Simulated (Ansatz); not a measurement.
```yaml
crystal:
  periodic: [false, false, false]
  atoms:
    - {symbol: C, position_ang: [-0.294333, -0.060892, 1.884589]}
    - {symbol: C, position_ang: [0.213024, -0.593410, 0.197062]}
    - {symbol: C, position_ang: [1.513601, -0.642552, 0.376563]}
    - {symbol: O, position_ang: [-0.466887, -0.046934, -0.583969]}
    - {symbol: Mg, position_ang: [-1.071830, 0.785319, -1.890685]}
    - {symbol: O, position_ang: [-1.670259, 1.837052, -3.473205]}
    - {symbol: H, position_ang: [0.013859, 1.087166, 1.699110]}
    - {symbol: H, position_ang: [-1.600190, -0.025880, 1.684778]}
    - {symbol: H, position_ang: [-0.106100, -0.536109, 2.716408]}
    - {symbol: H, position_ang: [-0.122613, -1.764884, 0.578606]}
    - {symbol: H, position_ang: [2.047620, 0.351071, 0.344786]}
    - {symbol: H, position_ang: [1.945436, -1.109490, 1.216167]}
    - {symbol: H, position_ang: [2.092070, -1.326162, -0.311716]}
    - {symbol: H, position_ang: [-2.227428, 2.047624, -3.869521]}
basis:
  gaussian: {orbitals: def2-SVP}
hamiltonian: {xc: {name: SVWN5}}
scf: {lower_state_search: full}
relax: {f_tol: 0.0001, max_steps: 2}
output: {forces: true}
```

```sh
$ ansatz run in.yaml --threads 4 --pin off --events-out ev --progress --plain --max-ram 11315MiB
```

How does Ansatz answer? (An estimate is asked.)

Ansatz gave: The calculation stopped without meeting its thresholds.
```
Functional definition: SVWN5
1403 factors; their error is unknown
mean field evaluation 1: about -12654.0714 eV, gradient 1.1e2 eV
mean field evaluation 2: about -12478.4956 eV, gradient 2.5e2 eV
mean field evaluation 4: about -12679.0642 eV, gradient 3.3e1 eV
mean field evaluation 8: about -12681.2201 eV, gradient 5.2e-1 eV
mean field evaluation 16: about -12681.1565 eV, gradient 1.7e-3 eV
mean field -12681.15648692 eV, -466.0239052977 hartree, gradient 5.4e-5 eV, S^2 0.000000; 1 other end points of the search recorded, 0 dependent functions left out
reference -12681.15653353 eV, -466.0239070106 hartree; 27, 27 occupied and 101, 101 virtual orbitals, 1403 factors
relax step   1: F+E_penalty+E_count = -12681.15648692 eV  Δ(F+E_penalty+E_count) = +0.000e0 eV  max|allowed force component| = 2.788e1 eV/Å  Δτ_max = 0.0000 Å  (90 SCF iters, accepted)
1403 factors; their error is unknown
mean field -12688.13450295 eV, -466.2803426568 hartree, gradient 6.8e-6 eV, S^2 0.000000; 0 other end points of the search recorded, 0 dependent functions left out
reference -12688.13454868 eV, -466.2803443375 hartree; 27, 27 occupied and 101, 101 virtual orbitals, 1403 factors
relax step   2: F+E_penalty+E_count = -12688.13450295 eV  Δ(F+E_penalty+E_count) = -6.978e0 eV  max|allowed force component| = 6.689e0 eV/Å  Δτ_max = 0.1946 Å  (36 SCF iters, accepted)
Error: geometry relaxation did not converge after 2 steps: max|allowed force component| = 6.69e0 eV/Å (threshold 1.0e-4). Raise `relax.max_steps` over both its present limit and 2, loosen `relax.f_tol`, or start from a geometry closer to equilibrium. Where this run's directory can be resumed (`checkpoint.write`), a resume goes on for up to `relax.max_steps` more
```
